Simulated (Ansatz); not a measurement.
Born–Oppenheimer molecular dynamics of C3H9NSSi (15 atoms, charge 0, multiplicity 1). It starts from a relaxed structure.

Computed with RKS PBE0-D4/STO-3G in Ansatz.

```
ensemble        : NVT, Langevin thermostat
time step       : 0.5 fs
steps asked     : 100
set temperature : 300 K
friction        : 0.005 /fs
masses          : H 2.014 u
seed            : 591444
```

First frame:

```xyz
15
Properties=species:S:1:pos:R:3
C -0.090 -0.640 1.385
C 0.748 -0.266 0.132
N 1.519 -1.421 -0.469
Si -0.318 0.512 -1.219
C -1.305 1.978 -0.575
S -1.588 2.406 0.954
H 0.554 -1.023 2.189
H -0.833 -1.413 1.144
H -0.622 0.253 1.747
H 1.503 0.476 0.443
H 2.085 -1.814 0.335
H 0.798 -2.182 -0.607
H 0.504 0.967 -2.317
H -1.246 -0.478 -1.722
H -1.731 2.593 -1.393
```

(1) How far do the bonds stretch over the last three quarters of this one trajectory? (Pairs bonded in most of those frames.)

Results:

(1) 
| bond | mean (Å) | spread (Å) | shortest | longest |
| --- | --- | --- | --- | --- |
| C1–C2 | 1.554 | 0.010 | 1.54 | 1.57 |
| C1–H7 | 1.103 | 0.022 | 1.07 | 1.13 |
| C1–H8 | 1.099 | 0.020 | 1.06 | 1.13 |
| C1–H9 | 1.103 | 0.007 | 1.09 | 1.12 |
| C2–N3 | 1.513 | 0.007 | 1.51 | 1.53 |
| C2–Si4 | 1.899 | 0.018 | 1.87 | 1.93 |
| C2–H10 | 1.103 | 0.019 | 1.07 | 1.13 |
| N3–H11 | 1.059 | 0.016 | 1.03 | 1.08 |
| N3–H12 | 1.060 | 0.019 | 1.03 | 1.09 |
| Si4–C5 | 1.894 | 0.037 | 1.84 | 1.95 |
| Si4–H13 | 1.446 | 0.006 | 1.44 | 1.46 |
| Si4–H14 | 1.444 | 0.033 | 1.39 | 1.50 |
| C5–S6 | 1.629 | 0.021 | 1.60 | 1.66 |
| C5–H15 | 1.109 | 0.027 | 1.07 | 1.15 |

Mean temperature of the second half: 153 K. The mean temperature of the second half is 49 % below the set value. A run of 0.05 ps of so small a system gives no equilibrium averages. Limits of this set-up: minimal basis.

Run time: 4 min on 1 thread of Arm Neoverse V2 (shared host), peak memory 0.1 GiB.
